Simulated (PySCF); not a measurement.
**B⁺ (boron, charge +1) across methods**

[He] 2s1 3s1, high-spin 3S determinant (an excited configuration). Calculation: PySCF 2.14, in aug-cc-pVQZ-DK; the spin-free X2C one-electron Hamiltonian (Gaussian nucleus). The B2PLYP total includes its PT2 part (frozen core); its orbital energies are those of the SCF part.

```
 method  E (hartree)  mean ε 1s β (eV)  mean ε 2s α (eV)  mean ε 3s α (eV)  Σ⟨r²⟩ (bohr²)   ⟨S²⟩
    PBE     -23.7348           -202.91           -26.125            -7.312          27.53  2.000
   PBE0     -23.7430           -210.26           -27.589            -7.771          27.82  2.000
    UHF    -23.70646           -231.52           -31.637            -8.815          29.25  2.000
    M06     -23.7759           -210.58           -26.982            -7.807          26.80  2.000
    LDA     -23.4792           -201.01           -25.943            -7.238          27.88  2.000
   PW91     -23.7557           -203.23           -26.177            -7.323          27.49  2.000
 r2SCAN     -23.7606           -206.21           -26.496            -7.242          28.32  2.000
LC-wPBE     -23.7398           -209.04           -30.692            -9.165          28.18  2.000
 B2PLYP     -23.7554           -218.62           -29.045            -8.012          28.48  2.000
```

The outer electron is Rydberg-like, and this basis confines it to a smaller radius and binds it less than a complete one would.
